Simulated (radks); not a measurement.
Task: The mean radii <r> (bohr) of the occupied orbitals of an atom or ion are listed with their occupations. Calculated with a radial shooting solver on a logarithmic mesh with Libxc functionals: Dirac Kohn-Sham, exchange-only PBE, spin-unpolarised, spherical densities, finite nucleus; Fermi nuclear charge, rms radius of each element as measured or else 0.836 A^(1/3) + 0.57 fm.

| orbital | occ. | <r> |
|---|---|---|
| 1s1/2 | 2 | 0.02232 |
| 2s1/2 | 2 | 0.09459 |
| 2p1/2 | 2 | 0.07906 |
| 2p3/2 | 4 | 0.08580 |
| 3s1/2 | 2 | 0.2491 |
| 3p1/2 | 2 | 0.2387 |
| 3p3/2 | 4 | 0.2516 |
| 3d3/2 | 4 | 0.2235 |
| 3d5/2 | 6 | 0.2275 |
| 4s1/2 | 2 | 0.5613 |
| 4p1/2 | 2 | 0.5726 |
| 4p3/2 | 4 | 0.6002 |
| 4d3/2 | 4 | 0.6300 |
| 4d5/2 | 6 | 0.6391 |
| 5s1/2 | 2 | 1.192 |
| 4f5/2 | 4 | 0.7208 |

Name the element and its charge. Open shells, if any, fill j = l - 1/2 first.

Result: Z = 63, europium, charge +11: Eu11+ in [Kr] 4d10 4f4 5s2. The 1s radius gives Z: for a bare nucleus <r> = (2 gamma + 1)/(2Z) with gamma = sqrt(1 - (Z/c)^2), 0.02203 bohr for Z = 63, and screening makes it slightly larger (0.02232 here). The occupations add up to 52, and the charge is Z minus that.
